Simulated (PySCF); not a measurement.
**Dipole moment and polarisability of `C/C=N/[SiH2]O`**

Species: C₂H₇NOSi.
Geometry (GFN2-xTB, Å), atoms numbered from 1 in this order:
```
atom  x, y, z in Å
C1     2.2025   -0.0329   -0.1806
C2     0.8580   -0.1795    0.4451
N3    -0.1991   -0.0579   -0.2088
Si4   -1.8765   -0.2125    0.1599
O5    -2.6213    1.0690   -0.5069
H6     2.7495    0.7693    0.3131
H7     2.7700   -0.9525   -0.0427
H8     2.1097    0.1838   -1.2409
H9     0.8781   -0.3985    1.5230
H10   -2.2446   -1.4698   -0.4916
H11   -2.3100   -0.1261    1.5489
H12   -2.3152    1.4069   -1.3446
```

Level: CAM-B3LYP/def2-SVPD (PySCF), static field, nuclei fixed, core orbitals frozen in the response. The polarisability tensor in these axes (au):

```
x   82.06 -0.58  2.36
y   -0.58 51.35 -1.83
z    2.36 -1.83 57.28
```

Give the principal values, the mean and the anisotropy Δα = √{½[(α1 − α2)² + (α2 − α3)² + (α1 − α3)²]}.

Principal values 50.83, 57.55 and 82.30 au; mean 63.56 au = 9.42 Å³ = 10.48 × 10⁻⁴⁰ C²·m²/J; Δα = 28.70 au (45 % of the mean).

What is the dipole moment, and where does it point?

(2.40, -0.38, 0.26) D, 2.45 D in size, pointing from the negative to the positive side. Measured along this direction, the outermost atoms are O5 at the negative end and H7 at the positive end.

Rayleigh depolarisation ratio (linearly polarised light, static tensor)?

ρ = 3Δα²/(45ᾱ² + 4Δα²) = 2471.8/(181790 + 3295.7) = 0.0134.

Give the principal axes and the span of the nuclei along them.

Largest value along (1.00, -0.02, 0.10), where the nuclei span 5.46 Å; middle along (-0.10, -0.27, 0.96), 3.19 Å; least along (0.00, 0.96, 0.27), 2.53 Å. The response follows the extents in order.

Find the Langevin capture rate constant for H3O+ (19.018 u) meeting this molecule (89.030 u), k = 2.342 × 10⁻⁹ cm³/s × √(α in Å³ / reduced mass in u).

The reduced mass is 15.67 u, so k = 1.82 × 10⁻⁹ cm³/s. The formula leaves out the permanent dipole, which adds to the capture rate.

How large is μ²/3kT at 400 K beside α?

In Gaussian units μ²/3kT = 36.12 Å³ against 9.42 Å³, a ratio of 3.84; the Debye molar polarisation (4π/3)N_A(α + μ²/3kT) is 114.9 cm³/mol, leaving out the vibrational part.

Refractivity n − 1 of an ideal gas of it at 500 K and 1 atm, from the electronic α?

N = p/kT = 1.4678 × 10¹⁹ cm⁻³, so n − 1 = 2π × N × 9.42 × 10⁻²⁴ cm³ = 869 × 10⁻⁶ at long wavelengths.

Isolated species at its GFN2-xTB geometry (one conformer only).
